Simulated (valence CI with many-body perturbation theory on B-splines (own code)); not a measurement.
Results of a calculation; reference values are marked as such.
**Cr¹⁰⁺: what the settings do**

Method: configuration interaction combined with many-body perturbation theory (CI+MBPT): four valence electrons over a frozen Dirac-Fock core [Ne], radial functions for each j: 6 s, 6 p, 5 d, 3 f, 1 g, with the one-electron correlation potential Σ1 (screened to all orders), the two-electron term Σ2, the three-electron term Σ3, Breit, model QED; selected single and double excitations, second order for the rest, scaled by the run's own slope (own B-spline code, finite nucleus).

No measured spectrum was set against this ion. As an estimate, levels of excited configurations hold to 0.05 to 0.15 % of their energy, terms of the ground configuration to about 0.5 %.

The reference run has the lowest level 3s2.3p2 3P_0 and an ionisation energy of 269.813 eV. Its largest variational space holds 10001 state functions.

Names give the largest LS component (configuration and term), which can be under half, so a name can repeat, a term be missing and a line seem to break the LS rules; names also repeat where a configuration has a term twice.

```tsv
Level	Reference (cm⁻¹)	Shift (cm⁻¹)
3s2.3p2 3P_1	5530	+1.4
3s2.3p2 3P_2	12004	+2.5
3s2.3p2 1D_2	37270	+2.9
3s2.3p2 1S_0	75450	+3.3
3s.3p3 5S°_2	177941	+17
3s.3p3 3D°_1	242344	+18
3s.3p3 3D°_2	242453	+18
3s.3p3 3D°_3	243924	+19
3s.3p3 3P°_0	278271	+19
3s.3p3 3P°_1	278600	+19
3s.3p3 3P°_2	278891	+19
3s.3p3 1D°_2	306653	+23
```

The ionisation energy moves by +0.0028 eV.

Problem. Which of these changes was made?
A. averaging of valence orbitals over low configurations on → off
B. box radius (bohr) 7.6625 → 7.34; shift of the energy in Σ1 (hartree) 0 → 1.089
C. cutoff of virtual states (hartree) 1152 → 11000

Solution. C. cutoff of virtual states (hartree) 1152 → 11000.
